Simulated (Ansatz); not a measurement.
**Redistribution: CBr3Cl + C5H11Cl → CBr2Cl2 + C5H11Br**

Gas-phase species: CBr3Cl (tribromochloromethane) `ClC(Br)(Br)Br`, singlet; C5H11Cl (1-chloropentane) `CCCCCCl`, singlet; CBr2Cl2 (dibromodichloromethane) `ClC(Cl)(Br)Br`, singlet; C5H11Br (1-bromopentane) `CCCCCBr`, singlet. The partners trade Br for Cl; both sit on C, so the bond types are kept.

Shapes, held fixed at every level: PBE0-D4/def2-TZVP. Flexible molecules stand in one conformer, not always the lowest. Programs: Ansatz 0.2.0. Electronic energies: no zero-point or thermal term.

| level | kind | ΔE (kJ/mol) | less CCSD(T)/def2-TZVPP |
| --- | --- | --- | --- |
| HF/def2-SVP | Hartree–Fock | -4.8 | +0.1 |
| SPW92/def2-TZVPP | LDA | -6.2 | -1.3 |
| r2SCAN-D4/def2-TZVPP | meta-GGA | -5.9 | -1.0 |
| PBE0-D4/def2-TZVPP | global hybrid | -5.0 | -0.1 |
| B2PLYP/def2-TZVPP | double hybrid | -4.5 | +0.4 |
| CCSD(T)/def2-SVP | coupled cluster or CI | -4.9 | 0.0 |
| CCSD/def2-TZVPP | coupled cluster or CI | -5.1 | -0.2 |
| CCSD(T)/def2-TZVPP | coupled cluster or CI | -4.9 | 0.0 |

The highest level, CCSD(T)/def2-TZVPP, gives ΔE = -4.9 kJ/mol; the levels span -6.2 to -4.5. The column of differences is taken from that level and isn't an error. No measured value is set beside it here. Relativity is left out for Br. Outer-core shells of Br are correlated, in sets that cover them unevenly.
